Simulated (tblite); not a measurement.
C4H11NO2Si2.
SMILES with atom numbers: `[CH3:1]/[C:2]([CH2:3][CH:4]=[O:5])=[N:6]\[SiH2:7][O:8][SiH3:9]` (hydrogens: H10, H11, H12 on C1; H13, H14 on C3; H15 on C4; H16, H17 on Si7; H18, H19, H20 on Si9)

Computed geometry: GFN2-xTB, gas phase.

Task: Give the optimised bond lengths and angles.

Result: 
```tsv
bond	length (Å)
C1–C2	1.495
C2–C3	1.523
C3–C4	1.504
C4=O5	1.199
C2=N6	1.250
N6–Si7	1.716
Si7–O8	1.617
O8–Si9	1.615
C1–H10, C1–H11, C1–H12	1.088
C3–H13, C3–H14	1.089
C4–H15	1.104
Si7–H16, Si7–H17	1.461
Si9–H18, Si9–H19, Si9–H20	1.462
```

Bonds in one row agree within 0.01 Å and their mean is given. A selection of angles:
```tsv
angle	degrees
C2–C1–H10	110.6
C2–C1–H11	109.1
H10–C1–H11	108.7
H11–C1–H12	108.0
C1–C2–C3	114.2
C1–C2–N6	127.3
C3–C2–N6	118.5
C2–C3–C4	105.4
C2–C3–H13	109.5
C4–C3–H13	109.8
C4–C3–H14	110.6
H13–C3–H14	111.8
C3–C4–O5	124.5
C3–C4–H15	113.8
O5–C4–H15	121.6
C2–N6–Si7	137.3
N6–Si7–O8	106.4
N6–Si7–H16	118.2
N6–Si7–H17	105.5
O8–Si7–H16	103.3
O8–Si7–H17	109.1
H16–Si7–H17	113.9
Si7–O8–Si9	157.6
O8–Si9–H18	104.5
O8–Si9–H19	107.0
O8–Si9–H20	109.6
H18–Si9–H19	112.5
```

Dihedral angles: C1–C2–C3–C4 -82° (synclinal); C2–C3–C4–O5 89° (synclinal); C1–C2–N6–Si7 -3° (synperiplanar); C2–N6–Si7–O8 146° (anticlinal); N6–Si7–O8–Si9 38° (synclinal). The mirror-image conformer, all signs reversed, is as good.

Si7 (oxygen-bound silicon) is distorted tetrahedral (angles from 103.3° to 118.2°). Of the pairs four or more bonds apart, Si7···H10 is among the closest relative to their van der Waals radii: 3.03 Å, 92 % of the sum of Bondi's values. N6 (C=N nitrogen) is bent (angle 137.3°). Si9 (oxygen-bound silicon) is distorted tetrahedral (angles from 104.5° to 112.5°). The C–C distances run from 1.495 Å (C1–C2, drawn single) to 1.523 Å (C2–C3, drawn single), a spread of 0.028 Å.

Point group: C1 (no symmetry element, even within 0.4 Å). GFN2-xTB frequencies show an imaginary mode (24i cm⁻¹), so the point is no minimum at that level.
